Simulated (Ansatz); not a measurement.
`O[SiH2][SiH2]Cl` and `[SiH3][SiH2]Cl` differ in one atom or group.

Ansatz, PBE0-D4/def2-TZVP geometries, multiplicity 1. Each molecule was computed in one conformer, which needn't be the lowest.

| property | `O[SiH2][SiH2]Cl` |
| --- | --- |
| HOMO energy (PBE0/def2-TZVPP) / eV | -7.94 |
| zero-point energy (PBE0-D4/def2-TZVP) / kJ/mol | 131.7 |
| size of the dipole moment (PBE/def2-TZVPP) / D | 0.59 |
| HOMO energy (ωB97M-V/def2-TZVPP) / eV | -10.00 |
| HOMO–LUMO gap (B3LYP/def2-TZVPP) / eV | 6.58 |
| LUMO energy (ωB97M-V/def2-TZVPP) / eV | 0.79 |

(1) What does the change do to each property? (Estimate.)

Answers

(1) The calculation gave: 
```tsv
property	`[SiH3][SiH2]Cl`	shift
HOMO energy (PBE0/def2-TZVPP) / eV	-8.21	-0.27
zero-point energy (PBE0-D4/def2-TZVP) / kJ/mol	113.4	-18.3
size of the dipole moment (PBE/def2-TZVPP) / D	1.23	0.64
HOMO energy (ωB97M-V/def2-TZVPP) / eV	-10.26	-0.26
HOMO–LUMO gap (B3LYP/def2-TZVPP) / eV	7.27	0.69
LUMO energy (ωB97M-V/def2-TZVPP) / eV	1.26	0.47
```

With PBE0 the HOMO falls by 0.27 eV and the LUMO rises by 0.42 eV, so the gap widens by about 0.69 eV. PBE moves the HOMO by -0.32 eV and ωB97M-V by -0.26 eV. The zero-point energy changes by -18.3 kJ/mol with -3 modes. Dipoles are sizes alone; their direction can turn.

B3LYP here is the variant with VWN-RPA as its local correlation; programs differ in this.
